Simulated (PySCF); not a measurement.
C2F5, doublet, geometry from GFN2-xTB; B3LYP/pcseg-1 (PySCF).

The PySCF input:
```python
from pyscf import gto, scf, dft

mol = gto.Mole()
mol.atom = '''
    F     1.332635   -1.345087   -0.099566
    C     0.893425   -0.103234   -0.222958
    F     1.694971    0.761642    0.376912
    C    -0.594255    0.119169   -0.075004
    F    -1.032315   -0.089740    1.181801
    F    -0.918852    1.369233   -0.395500
    F    -1.275887   -0.706672   -0.865007
'''
mol.basis = 'pcseg-1'
mol.charge = 0
mol.spin = 1
mol.verbose = 4
mol.build()

mf = dft.UKS(mol)
mf.xc = 'b3lyp'
mf.kernel()
mf.analyze()
```

Task: What does PySCF print? Leave out banner, timings and long lists.

Result: 
```
PySCF version 2.14.0

[INPUT] verbose = 4
[INPUT] num. atoms = 7
[INPUT] num. electrons = 57
[INPUT] charge = 0
[INPUT] spin (= nelec alpha-beta = 2S) = 1
[INPUT] symmetry False subgroup None
[INPUT] Mole.unit = angstrom
[INPUT] Symbol           X                Y                Z      unit          X                Y                Z       unit  Magmom
[INPUT]  1 F      1.332635000000  -1.345087000000  -0.099566000000 AA    2.518315174010  -2.541846043713  -0.188152471318 Bohr   0.0
[INPUT]  2 C      0.893425000000  -0.103234000000  -0.222958000000 AA    1.688328562840  -0.195083986743  -0.421329557281 Bohr   0.0
[INPUT]  3 F      1.694971000000   0.761642000000   0.376912000000 AA    3.203030979080   1.439294784966   0.712260453062 Bohr   0.0
[INPUT]  4 C     -0.594255000000   0.119169000000  -0.075004000000 AA   -1.122979198153   0.225196772538  -0.141737018247 Bohr   0.0
[INPUT]  5 F     -1.032315000000  -0.089740000000   1.181801000000 AA   -1.950792624280  -0.169584022418   2.233280223737 Bohr   0.0
[INPUT]  6 F     -0.918852000000   1.369233000000  -0.395500000000 AA   -1.736378629009   2.587475370717  -0.747386682265 Bohr   0.0
[INPUT]  7 F     -1.275887000000  -0.706672000000  -0.865007000000 AA   -2.411076995893  -1.335416539899  -1.634626325832 Bohr   0.0

nuclear repulsion = 343.051225429014
number of shells = 21
number of NR pGTOs = 175
number of NR cGTOs = 98
basis = pcseg-1
ecp = {}

******** <class 'pyscf.dft.uks.UKS'> ********
method = UKS
initial guess = minao
damping factor = 0
level_shift factor = 0
DIIS = <class 'pyscf.scf.diis.CDIIS'>
diis_start_cycle = 1
diis_space = 8
diis_damp = 0
SCF conv_tol = 1e-09
SCF conv_tol_grad = None
SCF max_cycles = 50
direct_scf = True
direct_scf_tol = 1e-13
number electrons alpha = 29  beta = 28
XC library pyscf.dft.libxc version 7.1.2
    S. Lehtola, C. Steigemann, M. J. T. Oliveira, and M. A. L. Marques,  SoftwareX 7, 1–5 (2018)
XC functionals = b3lyp
    P. J. Stephens, F. J. Devlin, C. F. Chabalowski, and M. J. Frisch,  J. Phys. Chem. 98, 11623 (1994)
radial grids:
    Treutler-Ahlrichs [JCP 102, 346 (1995); DOI:10.1063/1.469408] (M4) radial grids

becke partition: Becke, JCP 88, 2547 (1988); DOI:10.1063/1.454033
pruning grids: <function nwchem_prune>
grids dens level: 3
symmetrized grids: False
atomic radii adjust function: <function treutler_atomic_radii_adjust>
small_rho_cutoff = 0
Set gradient conv threshold to 3.16228e-05
tot grids = 99552
init E= -576.28969084702

cycle= 1 E= -575.052843338748  delta_E= 1.24  |g|= 0.722  |ddm|= 2.01
cycle= 2 E= -574.71863789707  delta_E= 0.334  |g|= 1.26  |ddm|= 1.16
cycle= 3 E= -575.240282363047  delta_E= -0.522  |g|= 0.0572  |ddm|= 0.733
cycle= 4 E= -575.240941833461  delta_E= -0.000659  |g|= 0.0385  |ddm|= 0.065
cycle= 5 E= -575.241404192482  delta_E= -0.000462  |g|= 0.0106  |ddm|= 0.0271
cycle= 6 E= -575.241443357006  delta_E= -3.92e-05  |g|= 0.00198  |ddm|= 0.0087
cycle= 7 E= -575.241445555006  delta_E= -2.2e-06  |g|= 0.001  |ddm|= 0.00296
cycle= 8 E= -575.241445930376  delta_E= -3.75e-07  |g|= 0.000542  |ddm|= 0.00115
cycle= 9 E= -575.241446040418  delta_E= -1.1e-07  |g|= 7.78e-05  |ddm|= 0.000496
cycle= 10 E= -575.241446043207  delta_E= -2.79e-09  |g|= 4.23e-05  |ddm|= 0.000108
cycle= 11 E= -575.241446043866  delta_E= -6.59e-10  |g|= 2.35e-05  |ddm|= 5.22e-05
Extra cycle  E= -575.241446043671  delta_E= 1.95e-10  |g|= 3.5e-05  |ddm|= 3.71e-05
converged SCF energy = -575.241446043671  <S^2> = 0.75239201  2S+1 = 2.0023906
**** SCF Summaries ****
Total Energy =                        -575.241446043671203
Nuclear Repulsion Energy =             343.051225429014380
One-electron Energy =                -1479.717231802916558
Two-electron Energy =                  561.424560330230975
Two-electron Coulomb Energy =          624.562864575968888
DFT Exchange-Correlation Energy =      -63.138304245737956
**** MO energy ****
                             alpha | beta                alpha | beta
MO #1   energy= -24.7542243074727  | -24.7502056280444  occ= 1 | 1
MO #2   energy= -24.7542187843535  | -24.75019832488    occ= 1 | 1
MO #3   energy= -24.7407238620289  | -24.7406743524201  occ= 1 | 1
MO #4   energy= -24.7406993857669  | -24.7406498548036  occ= 1 | 1
MO #5   energy= -24.7340190050716  | -24.7324793761592  occ= 1 | 1
MO #6   energy= -10.4710957817887  | -10.4705141249817  occ= 1 | 1
MO #7   energy= -10.3889000899959  | -10.3727387628804  occ= 1 | 1
MO #8   energy= -1.36569388854119  | -1.36389970194173  occ= 1 | 1
MO #9   energy= -1.33680770951993  | -1.32787629143112  occ= 1 | 1
MO #10  energy= -1.28409587671696  | -1.27856731793088  occ= 1 | 1
MO #11  energy= -1.27211414872879  | -1.2692799511843   occ= 1 | 1
MO #12  energy= -1.26646866095888  | -1.26393474293656  occ= 1 | 1
MO #13  energy= -0.819047230450723 | -0.80376060826276  occ= 1 | 1
MO #14  energy= -0.711106065318851 | -0.70335366762021  occ= 1 | 1
MO #15  energy= -0.653716911438148 | -0.647954430479885 occ= 1 | 1
MO #16  energy= -0.644585419386264 | -0.642257667291331 occ= 1 | 1
MO #17  energy= -0.637473047793482 | -0.631534768441436 occ= 1 | 1
MO #18  energy= -0.610239616868239 | -0.604788738216199 occ= 1 | 1
MO #19  energy= -0.574177789921635 | -0.541710523895881 occ= 1 | 1
MO #20  energy= -0.52315948099838  | -0.519676227240082 occ= 1 | 1
MO #21  energy= -0.506801799674212 | -0.505649603265644 occ= 1 | 1
MO #22  energy= -0.504774224017925 | -0.502261260852123 occ= 1 | 1
MO #23  energy= -0.499213341533714 | -0.481416455906844 occ= 1 | 1
MO #24  energy= -0.478746210395899 | -0.472837770655878 occ= 1 | 1
MO #25  energy= -0.46424100603783  | -0.461847784345912 occ= 1 | 1
MO #26  energy= -0.459686860749088 | -0.458153902702942 occ= 1 | 1
MO #27  energy= -0.443774727123058 | -0.442716691802803 occ= 1 | 1
MO #28  energy= -0.439876216407606 | -0.431017717029742 occ= 1 | 1
MO #29  energy= -0.2734822781345   | -0.11497748345613  occ= 1 | 0
MO #30  energy= 0.0555309738429233 | 0.0634989005896851 occ= 0 | 0
MO #31  energy= 0.0751962134251745 | 0.0938450957341845 occ= 0 | 0
MO #32  energy= 0.171379914790059  | 0.173215997952187  occ= 0 | 0
MO #33  energy= 0.17926952446578   | 0.196628827026148  occ= 0 | 0
MO #34  energy= 0.220976321284404  | 0.232005580554782  occ= 0 | 0
MO #35  energy= 0.245129343706282  | 0.257075414591091  occ= 0 | 0
MO #36  energy= 0.334885003270192  | 0.344675048292816  occ= 0 | 0
MO #37  energy= 0.359429670169826  | 0.38516673450867   occ= 0 | 0

To work with the spin densities directly, `use mulliken_meta_spin()` only printing them here.

 ** Mulliken spin pop alpha/beta on meta-lowdin orthogonal AOs **
 ** Mulliken Spin Density (per AO)  **
spin_pop of  0 F 1s       -0.00000
spin_pop of  0 F 2s        0.00206
spin_pop of  0 F 3s        0.00015
spin_pop of  0 F 2px       0.00302
spin_pop of  0 F 2py      -0.00396
spin_pop of  0 F 2pz       0.08183
spin_pop of  0 F 3px       0.00005
spin_pop of  0 F 3py       0.00009
spin_pop of  0 F 3pz       0.00099
spin_pop of  0 F 3dxy     -0.00001
spin_pop of  0 F 3dyz     -0.00011
spin_pop of  0 F 3dz^2     0.00002
spin_pop of  0 F 3dxz     -0.00001
spin_pop of  0 F 3dx2-y2   -0.00003
spin_pop of  1 C 1s       -0.00001
spin_pop of  1 C 2s        0.12076
spin_pop of  1 C 3s        0.00412
spin_pop of  1 C 2px       0.03912
spin_pop of  1 C 2py       0.02715
spin_pop of  1 C 2pz       0.59333
spin_pop of  1 C 3px       0.00017
spin_pop of  1 C 3py       0.00019
spin_pop of  1 C 3pz       0.00059
spin_pop of  1 C 3dxy     -0.00002
spin_pop of  1 C 3dyz     -0.00013
spin_pop of  1 C 3dz^2    -0.00013
spin_pop of  1 C 3dxz      0.00006
spin_pop of  1 C 3dx2-y2   -0.00005
spin_pop of  2 F 1s       -0.00000
spin_pop of  2 F 2s        0.00206
spin_pop of  2 F 3s        0.00015
spin_pop of  2 F 2px      -0.00046
spin_pop of  2 F 2py      -0.00375
spin_pop of  2 F 2pz       0.08509
spin_pop of  2 F 3px       0.00004
spin_pop of  2 F 3py       0.00005
spin_pop of  2 F 3pz       0.00103
spin_pop of  2 F 3dxy     -0.00001
spin_pop of  2 F 3dyz     -0.00005
spin_pop of  2 F 3dz^2    -0.00001
spin_pop of  2 F 3dxz     -0.00004
spin_pop of  2 F 3dx2-y2   -0.00002
spin_pop of  3 C 1s        0.00000
spin_pop of  3 C 2s       -0.00101
spin_pop of  3 C 3s        0.00019
spin_pop of  3 C 2px       0.00013
spin_pop of  3 C 2py       0.00239
spin_pop of  3 C 2pz       0.00716
spin_pop of  3 C 3px       0.00018
spin_pop of  3 C 3py       0.00001
spin_pop of  3 C 3pz       0.00010
spin_pop of  3 C 3dxy      0.00005
spin_pop of  3 C 3dyz     -0.00002
spin_pop of  3 C 3dz^2     0.00017
spin_pop of  3 C 3dxz      0.00059
spin_pop of  3 C 3dx2-y2   -0.00006
spin_pop of  4 F 1s       -0.00000
spin_pop of  4 F 2s        0.00243
spin_pop of  4 F 3s        0.00014
spin_pop of  4 F 2px       0.02394
spin_pop of  4 F 2py       0.00007
spin_pop of  4 F 2pz       0.00702
spin_pop of  4 F 3px       0.00005
spin_pop of  4 F 3py      -0.00001
spin_pop of  4 F 3pz       0.00001
spin_pop of  4 F 3dxy      0.00000
spin_pop of  4 F 3dyz      0.00000
spin_pop of  4 F 3dz^2     0.00002
spin_pop of  4 F 3dxz     -0.00001
spin_pop of  4 F 3dx2-y2   -0.00000
spin_pop of  5 F 1s       -0.00000
spin_pop of  5 F 2s        0.00017
spin_pop of  5 F 3s        0.00001
spin_pop of  5 F 2px      -0.00141
spin_pop of  5 F 2py       0.00036
spin_pop of  5 F 2pz       0.00234
spin_pop of  5 F 3px       0.00008
spin_pop of  5 F 3py       0.00000
spin_pop of  5 F 3pz      -0.00001
spin_pop of  5 F 3dxy      0.00001
spin_pop of  5 F 3dyz     -0.00000
spin_pop of  5 F 3dz^2    -0.00000
spin_pop of  5 F 3dxz      0.00001
spin_pop of  5 F 3dx2-y2    0.00000
spin_pop of  6 F 1s       -0.00000
spin_pop of  6 F 2s        0.00017
spin_pop of  6 F 3s        0.00001
spin_pop of  6 F 2px      -0.00148
spin_pop of  6 F 2py       0.00211
spin_pop of  6 F 2pz       0.00065
spin_pop of  6 F 3px       0.00005
spin_pop of  6 F 3py       0.00004
spin_pop of  6 F 3pz      -0.00001
spin_pop of  6 F 3dxy      0.00000
spin_pop of  6 F 3dyz     -0.00000
spin_pop of  6 F 3dz^2    -0.00000
spin_pop of  6 F 3dxz      0.00001
spin_pop of  6 F 3dx2-y2    0.00000
 ** Mulliken Spin Density (per atom)  **
spin density of  0 F =      0.08408
spin density of  1 C =      0.78515
spin density of  2 F =      0.08408
spin density of  3 C =      0.00990
spin density of  4 F =      0.03365
spin density of  5 F =      0.00156
spin density of  6 F =      0.00156
 ** Mulliken pop alpha/beta on meta-lowdin orthogonal AOs **
 ** Mulliken pop       alpha | beta **
In total            29.00000 | 28.00000
 ** Mulliken atomic charges   ( Nelec_alpha | Nelec_beta ) **
charge of  0F =     -0.21579  (     4.64994      4.56585 )
charge of  1C =      0.44937  (     3.16789      2.38274 )
charge of  2F =     -0.21579  (     4.64994      4.56585 )
charge of  3C =      0.76710  (     2.62140      2.61150 )
charge of  4F =     -0.27137  (     4.65251      4.61886 )
charge of  5F =     -0.25676  (     4.62916      4.62760 )
charge of  6F =     -0.25676  (     4.62916      4.62760 )
Dipole moment(X, Y, Z, Debye):  0.44643, -0.02186, -0.24294
```
